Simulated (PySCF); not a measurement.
## Field gradients at the hydrogen positions

C₆H₁₁ClOSi.
Structure used (PBE0-D3(BJ)/def2-SVP), in Å, numbered top down from 1:
```
atom  x, y, z in Å
C1     3.3675    0.2228    0.0783
C2     2.1227    0.6767    0.2232
C3     0.9934    0.4226   -0.7257
C4    -0.1925   -0.2769   -0.0631
C5    -1.3673   -0.5917   -1.0030
C6    -2.6011   -0.8589   -0.1416
O7    -2.6435    0.1095    0.8958
Si8   -1.1155    0.6401    1.3041
Cl9   -0.5496    0.0126    3.1913
H10    4.1444    0.4415    0.8152
H11    3.6550   -0.3860   -0.7858
H12    1.8825    1.2759    1.1129
H13    0.6492    1.3857   -1.1483
H14    1.3554   -0.1761   -1.5792
H15    0.1617   -1.2172    0.3992
H16   -1.5622    0.2846   -1.6468
H17   -1.1505   -1.4419   -1.6711
H18   -3.5330   -0.7884   -0.7237
H19   -2.5575   -1.8735    0.2967
H20   -1.0614    2.1237    1.3273
```

Level: PBE0/pcSseg-1 (PySCF, non-relativistic); Q(2H) = 0.00286 b; rigid geometry, the same for H and D, with no vibrational averaging.

Question: Rank these positions by the coupling χzz of a deuteron there, largest first.
A. H12 (vinylic hydrogen)
B. H13 (methylene hydrogen)
C. H20 (Si–H hydrogen)
D. H19 (methylene hydrogen)
E. H11 (vinylic hydrogen)

Answer: E (204 kHz), A (197 kHz), B (187 kHz), D (182 kHz), C (95 kHz).

Question: Tabulate Vzz, the asymmetry η and χzz = 234.96 MHz × Q × Vzz for every hydrogen position.

Answer: 
| atom | bonded to | bond length (Å) | Vzz (au) | η | χzz (kHz) |
| --- | --- | --- | --- | --- | --- |
| H10 | C1 | 1.093 | 0.3071 | 0.05 | 206 |
| H11 | C1 | 1.095 | 0.3033 | 0.06 | 204 |
| H12 | C2 | 1.099 | 0.2928 | 0.08 | 197 |
| H13 | C3 | 1.107 | 0.2782 | 0.01 | 187 |
| H14 | C3 | 1.104 | 0.2826 | 0.03 | 190 |
| H15 | C4 | 1.106 | 0.2798 | 0.04 | 188 |
| H16 | C5 | 1.105 | 0.2800 | 0.02 | 188 |
| H17 | C5 | 1.103 | 0.2870 | 0.02 | 193 |
| H18 | C6 | 1.101 | 0.2819 | 0.05 | 189 |
| H19 | C6 | 1.106 | 0.2714 | 0.06 | 182 |
| H20 | Si8 | 1.485 | 0.1421 | 0.01 | 95 |

Question: Average by the element that carries the hydrogen.

Answer: on C: 192 kHz over 10 positions, mean bond length 1.102 Å; on Si: 95 kHz over 1 position, mean bond length 1.485 Å.

Question: How does χzz go with the bond length over the 10 C–H bonds?

Answer: A straight-line fit has a slope of -15.6 kHz for each 0.01 Å, with a correlation coefficient of -0.96, over lengths from 1.093 to 1.107 Å. The longer bonds have the smaller couplings here.

Geometry: PBE0-D3(BJ)/def2-SVP, one conformer, isolated molecule. A larger basis could move these couplings by a tenth or more.

The run behind these numbers computed NMR shieldings as well. Time: 36 s wall (grids of density and orbitals included); peak memory 1.1 GiB. Hardware: one thread, AMD EPYC 9B45 (x86_64), on a shared host.
